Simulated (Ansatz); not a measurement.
Cartesian coordinates in Å:
```
O -0.3454 1.3990 1.6829
Ge -0.3134 -0.3990 1.7131
N 0.3892 -0.9720 0.1291
Si -0.0729 -0.3018 -1.3797
O 1.3324 0.1569 -2.0991
O -1.1391 0.8984 -1.0803
H 0.5295 1.7835 1.7781
H 0.5831 -0.9051 2.8550
H -1.7936 -0.7509 1.8574
H 1.2716 -1.4572 0.1848
H -0.7842 -1.2257 -2.2916
H 1.2998 0.3230 -3.0425
H -0.9569 1.4509 -0.3073
```

Total charge 0; spin multiplicity 1.

Question: List the ωB97M-V/def2-TZVPP orbital energies in eV (Ansatz 0.2.0). (Estimate.)

Answer: The calculation gave: Occupied: -10867.16, -1807.52, -1362.93, -1210.66, -1210.65, -1210.64, -526.17, -525.97, -525.71, -394.13, -174.80, -148.41, -124.08, -124.04, -124.01, -102.55, -102.54, -102.50, -37.00, -36.89, -36.84, -36.79, -36.78, -30.95, -30.52, -30.26, -26.11, -18.92, -18.22, -17.06, -16.03, -15.75, -14.19, -13.57, -13.23, -12.94, -12.46, -11.99, -11.65, -11.49, -11.26, -10.11. Lowest empty: 1.93, 2.34, 2.56, 2.86, 3.62, 3.88, 3.93, 4.47.
